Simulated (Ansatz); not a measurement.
The same path of AlClH4N2 + H4Si (13 atoms, charge 0, multiplicity 1) was run twice with different band settings. Lost on the way: Al1–Cl2, Si9–H13. Made: Al1–Si9, Cl2–H13.

These are results of Ansatz, RKS PBE0/cc-pVDZ, not measurements.

Relaxed end points:

```xyz
13
Properties=species:S:1:pos:R:3
Al 0.115 -0.308 -0.049
Cl -0.218 -1.281 1.820
N 1.681 -0.545 -0.858
H 2.480 -0.981 -0.411
H 1.944 -0.170 -1.761
N -1.275 0.546 -0.786
H -2.220 0.449 -0.429
H -1.299 0.903 -1.735
Si -0.147 2.833 1.154
H 0.512 3.779 2.115
H -0.245 3.488 -0.186
H -1.484 2.439 1.688
H 0.760 1.628 1.063
```

```xyz
13
Properties=species:S:1:pos:R:3
Al 0.009 0.704 -0.587
Cl 0.125 -0.411 2.856
N 1.552 -0.007 -1.147
H 1.656 -0.899 -1.619
H 2.466 0.357 -0.901
N -1.557 -0.006 -1.081
H -1.686 -0.882 -1.576
H -2.455 0.345 -0.765
Si 0.024 2.812 0.672
H 0.575 2.624 2.071
H 0.883 3.882 0.059
H -1.349 3.393 0.863
H 0.361 0.865 2.780
```

Common settings: spring 5.0 eV/Å²; optimiser quadratic models (default); start path through a guess of the saddle point; force threshold 0.05 eV/Å; iteration limit 60; end points relaxed.

| run | movable images | climbing image |
| --- | --- | --- |
| 1 | 5 | yes |
| 2 | 4 | no |

Problem. What does each run give, and how far can it be trusted?

Solution. Run 1: converged after 46 iterations, highest image 1.829 eV above the first end. Neighbouring images differ by up to 1.3 eV, so the band resolves the path poorly. A vibrational analysis at the climbing image gives one clearly imaginary mode, 98i cm⁻¹: a first-order saddle point.
Run 2: converged after 45 iterations, highest image 1.472 eV above the first end. No image climbed, so the highest image needn't sit at the top of the path.
The orbitals stay closed-shell, which can raise the energy where a bond breaks towards radicals; this wasn't checked here.
